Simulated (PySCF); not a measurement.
Working out the ionisation energy of Mo+

Mo+ [Kr] 4d5 (6S) → Mo(2+) [Kr] 4d4 (5D). Computed with PySCF 2.14 in aug-cc-pwCVDZ-PP with ECP28MDF (6s6p5d3f, 70 functions), with a scalar-relativistic core potential. Frozen: nothing. Energies in hartree (1 hartree = 27.21139 eV):

| part | Mo+ (lower) | Mo(2+) (upper) |
| --- | --- | --- |
| UHF | -67.114838 | -66.560157 |
| MP2 opposite-spin | -0.213018 | -0.203825 |
| MP2 same-spin | -0.119526 | -0.095163 |

What does Hartree-Fock give?

(-66.560157) − (-67.114838) = 0.554681 hartree = 15.094 eV.

What do MP2 and SCS-MP2 (6/5 opposite-spin, 1/3 same-spin) give?

The opposite-spin parts differ by 0.250 eV and the same-spin parts by 0.663 eV. MP2: 15.094 + (0.250) + (0.663) = 16.007 eV. SCS-MP2: 15.094 + 1.2 × (0.250) + (0.663)/3 = 15.615 eV.

Reference: 16.16 ± 0.12 eV (semi-empirical (NIST evaluation); NIST Atomic Spectra Database, ionization energies), between the lowest levels; spin-orbit coupling is absent from the calculation.

A double-zeta basis recovers only part of the correlation energy.

What remains against the reference includes basis incompleteness and correlation beyond second order.
